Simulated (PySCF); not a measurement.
## Dipole response of Cr⁺ (chromium, charge +1)

[Ar] 3d5, high-spin 6S determinant. Computed with PySCF 2.14 in aug-cc-pVQZ-DK, with the spin-free X2C one-electron Hamiltonian (Gaussian nucleus). Coupled (time-dependent) response in atomic units; α is the mean over directions.

```json
{"method": "PW91", "mean α (bohr³)": "14.68", "C₆ (like pair)": "55.48", "S(−4)": "291.9"}
```

S(−4) is the Cauchy moment in α(ω) = α(0) + S(−4) ω² + …

α(iu) at PW91:

| u (hartree) | α(iu) (bohr³) |
| --- | --- |
| 0 | 14.68 |
| 0.0500 | 14.00 |
| 0.100 | 12.44 |
| 0.200 | 9.335 |
| 0.300 | 7.300 |
| 0.500 | 5.069 |
| 0.750 | 3.633 |
| 1.00 | 2.793 |
| 1.50 | 1.839 |
| 2.00 | 1.313 |
| 3.00 | 0.7695 |
| 5.00 | 0.3601 |

For an ion, C₆ is the dispersion term alone; charge-induced terms of lower order in 1/R come first.
